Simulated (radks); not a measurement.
Problem. These are the eigenvalues of the occupied orbitals of an atom or ion with whole-number occupations (eV). Calculated with a radial shooting solver on a logarithmic mesh with Libxc functionals: Dirac Kohn-Sham, PBE, spin-unpolarised, spherical densities, finite nucleus; Fermi nuclear charge, rms radius of each element as measured or else 0.836 A^(1/3) + 0.57 fm.

| orbital | eigenvalue |
|---|---|
| 1s1/2 | -42191.15 |
| 2s1/2 | -10067.09 |
| 2p1/2 | -9897.227 |

Which element is it, and in what charge state? The configuration may be excited. Open shells, if any, fill j = l - 1/2 first.

Solution. Z = 56, barium, charge +51: Ba51+ in [He] 2s2 2p1. The list shows which subshells hold electrons but not how many an open one holds; the 1s level, -1550.5 hartree, gives Z - s = 55.7 by -(Z - s)^2/2, which with screening and relativity narrows Z to a few neighbours, and the depths of the outer levels then fix element, charge and occupations together.
